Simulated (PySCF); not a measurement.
## Sn₃⁺, doublet: computed properties

Level of theory: UPBE0 in PySCF with Sn def2-TZVP with ECP28; scalar-relativistic core potentials, no spin–orbit coupling; density-fitted integrals.

The structure is a minimum.

```
Point group                                                                   : C2v
Bond lengths                                                                  : Sn–Sn 2.774 Å (×2), Sn–Sn 3.765 Å
Bond angles                                                                   : Sn–Sn–Sn 47.3° (×2), Sn–Sn–Sn 85.5°
Enthalpy at 298.15 K above 0 K                                                : 15.20 kJ/mol
Principal polarisabilities                                                    : 81.9, 136.6, 211.0 bohr³
Dipole moment about the centre of mass                                        : 1.26 D
Spin squared ⟨S²⟩                                                             : 0.754
Rotational symmetry number                                                    : 2
Principal quadrupole moments (Buckingham, traceless) about the centre of mass : -7.17, -3.48, 10.65 D Å
Rotational constants                                                          : 0.0508, 0.01984, 0.01427 cm⁻¹
Entropy at 298.15 K and 1 bar (electronic part: spin only)                    : 351.1 J/(mol K)
Heat capacity Cp at 298.15 K                                                  : 57.2 J/(mol K)
Highest occupied level (β)                                                    : -10.16 eV
Lowest empty level (β)                                                        : -8.41 eV
Zero-point energy                                                             : 2.5 kJ/mol
```

Harmonic modes (masses in u: Sn 119.902):
```csv
symmetry,ω (cm⁻¹),IR (km/mol)
a1,57,0.5
a1,176,0.8
b2,179,16.0
```

In C2v the vibrations span 2a1 + b2. Here b1 is antisymmetric to the molecular plane and b2 lies in it.

Charges (e):
```
 atom  Mulliken  Löwdin  polar tensor  spin (Mulliken)  Mayer order to Sn1
  Sn1      0.12    0.11         -0.08             0.52                   –
Sn2,3      0.44    0.45          0.54             0.24                1.31
```
Other Mayer orders above 0.3: Sn–Sn 0.74.

Mulliken populations on Sn1 (electrons outside its core potential): s 3.82, p 7.96, d 10.09, f 0.01.

Other isomers or separated fragments may lie lower. At this level a doublet minimum of C2v symmetry lies 6 kJ/mol below this structure. Spin–orbit coupling, left out here, can matter for elements this heavy.

The final relaxation and frequency run took 2.1 min on 4 threads of a shared Arm Neoverse N1 host, with 150 basis functions and 12 gradients; the process peaked at 1.2 GiB.
